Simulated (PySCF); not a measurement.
Al(Br)(Me)2 (C₂H₆AlBr), SMILES [CH3][Al]([CH3])[Br].

Geometry: PBE0-D3(BJ)/def2-SVP. The structure was generated by enumeration; whether it is a known compound was not checked.

Computed with PBE0-D3(BJ)/def2-SVP (PySCF).

Frequencies are harmonic and unscaled.

A small imaginary wavenumber (i) marks a very flat motion, where grid noise or a shallow saddle decides the sign.

Computed vibrational spectrum:
```
mode  ν (cm⁻¹)  IR (km/mol)  moving atoms (share of kinetic energy)
----  --------  -----------  --------------------------------------
1          22i          0.0                                  H 98 %
2           24          0.0                                  H 98 %
3          145          4.5        C 43 %, H 24 %, Al 20 %, Br 13 %
4          151          2.1                 C 49 %, H 34 %, Br 13 %
5          177          8.3                 Al 56 %, H 29 %, C 13 %
6          366         33.6        Al 40 %, Br 28 %, C 23 %, H 10 %
7          566          0.8                          H 84 %, C 15 %
8          595         27.8                 C 49 %, H 28 %, Al 22 %
9          626          1.8                          H 71 %, C 26 %
10         683         79.7                 H 70 %, C 20 %, Al 10 %
11         722        104.8                 Al 43 %, C 31 %, H 25 %
12         746        175.2                 H 61 %, C 23 %, Al 16 %
13        1209         25.4                          H 79 %, C 21 %
14        1211         32.6                          H 79 %, C 21 %
15        1415          1.2                                  H 96 %
16        1418          1.2                                  H 96 %
17        1419          1.8                                  H 95 %
18        1422          4.9                                  H 95 %
19        3044          1.4                                  H 97 %
20        3046          1.1                                  H 97 %
21        3135          2.7                           H 91 %, C 9 %
22        3143          1.5                           H 91 %, C 9 %
23        3159          4.1                           H 91 %, C 9 %
24        3169          1.7                           H 91 %, C 9 %
```
